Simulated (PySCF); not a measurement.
Structure problem from calculated spectra and properties.

Formula: C7H12.

- Dipole: 0.30 D [wB97X-D/def2-SVPD]
- Triplet: lowest triplet excitation (Tamm–Dancoff): 3.37 eV [TDA wB97X-D/def2-SVPD]
- 13C NMR: chemical shifts (computed TMS as zero) by class: 162.0 (1 C), 147.7 (1 C), 121.4 (1 C), 118.1 (1 C), 31.0 (1 C), 24.8 (2 C) ppm [GIAO PBE0/pcSseg-1]
- 1H NMR: chemical shifts (computed TMS as zero) by class: 6.65 (1 H), 5.54 (1 H), 5.43 (1 H), 5.34 (1 H), 5.31 (1 H), 2.58 (1 H), 1.17 (6 H) ppm [GIAO PBE0/pcSseg-1]
- UV, first state: lowest singlet excitation: 5.84 eV (212 nm, f = 0.535) [TDDFT wB97X-D/def2-SVPD]
- Polarisability: 87.0 au [wB97X-D/def2-SVPD]
- Rotational structure: rotational constants A, B, C: 3.556, 2.087, 1.600 GHz [GFN2-xTB]

Electronic properties: PySCF, gas phase, density fitting. Levels stand in brackets. The structure is a single GFN2-xTB conformer in the gas phase; no vibrational or solvent corrections. NMR classes are plain means over equivalent atoms (diastereotopic ones count apart unless rotation or inversion swaps them), as if these changed places fast.

**Question.** Give a SMILES that accounts for the data.

**Answer.** Numbering: `[CH2:1]=[CH:2][C:3](=[CH2:4])[CH:5]([CH3:6])[CH3:7]`. Its formula, C7H12, gives 2 degrees of unsaturation: 0 rings and 2 π bonds in the structure found. 7 carbons fall into 6 classes; from least to most shielded: fully substituted alkene carbon [C3] (162.0 ppm), alkene CH carbon [C2] (147.7 ppm), terminal =CH2 carbon [C4] (121.4 ppm), terminal =CH2 carbon [C1] (118.1 ppm), allylic carbon [C5] (31.0 ppm), methyl carbon [C6/C7] (24.8 ppm, 2 C, up to 3.9 ppm apart in this geometry). Hydrogen classes from least to most shielded: 1 H on an alkene CH carbon, C2 (6.65 ppm), 1 H on a terminal =CH2 carbon, C1 (5.54 ppm), 1 H on a terminal =CH2 carbon, C1 (5.43 ppm), 1 H on a terminal =CH2 carbon, C4 (5.34 ppm), 1 H on a terminal =CH2 carbon, C4 (5.31 ppm), 1 H on an allylic carbon, C5 (2.58 ppm), 6 H on 2 methyl carbons, C6/C7 (1.17 ppm, a mean of values up to 1.0 ppm apart in this geometry). The optimised geometry has point group C1 and is an asymmetric top. Structure: `C=CC(=C)C(C)C`. Computed isomers that give other values at the same levels: `C=CCC1CCC1` (13C chemical shifts (computed TMS as zero) by class: 146.8 (1 C), 121.4 (1 C), 49.8 (1 C), 34.8 (1 C), 27.8 (2 C), 16.7 (1 C) ppm); `C=C[C@H](C)C1CC1` (13C chemical shifts (computed TMS as zero) by class: 154.3 (1 C), 118.4 (1 C), 51.4 (1 C), 23.7 (1 C), 20.9 (1 C), 6.9 (1 C), 6.3 (1 C) ppm); `CCC1CC=CC1` (rotational constant A: 5.923 GHz; this holds for the one conformer computed). The assignments are read from this structure; whether some other isomer fits the data as well wasn't checked.

Conformer computed: `[CH2:1]=[CH:2][C:3](=[CH2:4])[CH:5]([CH3:6])[CH3:7]`: C1–C2–C3–C4 178°, C2–C3–C5–C6 -155°.
